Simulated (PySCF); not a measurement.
# RuCl at PBE

Computed with PBE; basis Ru def2-TZVPP with ECP28, Cl def2-TZVPP; scalar-relativistic core potentials; PySCF 2.14.

```
state                                            : ⁴Δ (quartet), unpaired electrons π ↑↑, δ ↑
bond length                                      : 2.186 Å
harmonic wavenumber                              : 377 cm⁻¹
force constant                                   : 2.18 mdyn/Å
rotational constant Be                           : 0.1355 cm⁻¹
anharmonicity ωexe                               : 1.47 cm⁻¹
vibration–rotation constant αe                   : 0.000718 cm⁻¹
well depth De to Ru (4d7 5s1) + Cl               : 3.80 eV
dissociation energy D0                           : 3.78 eV
bond order (Mayer)                               : 1.37
dipole moment (positive dipole means Ru(−)Cl(+)) : -3.57 D
```

The metal atom is held in its measured ground configuration; semilocal functionals can put another filling of s and d lower by some tenths of an eV, and De to that atom would be smaller. Spin–orbit coupling is left out, which matters for elements this heavy, above all for dissociation energies. The state is the lowest single determinant that the PBE0 search found; with open d or f shells the true ground state can be another one.
